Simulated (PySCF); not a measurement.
Excitations are Tamm–Dancoff values on a coarser integration grid. The basis has no diffuse functions, so Rydberg states are missing or too high.

C3H4O, SMILES `C#COC` (charge 0, multiplicity 1)

Computed with PBE-D3(BJ)/def2-TZVP (PySCF).

```yaml
HOMO: -5.73 eV
dipole_moment: 2.01 D
LUMO: 0.10 eV
HOMO–LUMO gap: 5.83 eV
S1 excitation (TDA): 5.95 eV
S1 oscillator strength: 0.000
T1 excitation (TDA): 5.51 eV
S1–T1 gap (TDA): 0.43 eV
total_energy: -191.6894 Ha
cost: very roughly 40 core-seconds
```

```xyz
8

C      2.0710    -0.3803     0.0472
C      0.8960    -0.5084    -0.2206
O     -0.3555    -0.6810    -0.5324
C     -1.2602     0.2923     0.0542
H      3.1101    -0.2795     0.2749
H     -2.2598     0.0166    -0.2968
H     -1.2068     0.2379     1.1507
H     -0.9949     1.3023    -0.2886
```
Charge 0, spin multiplicity 1.
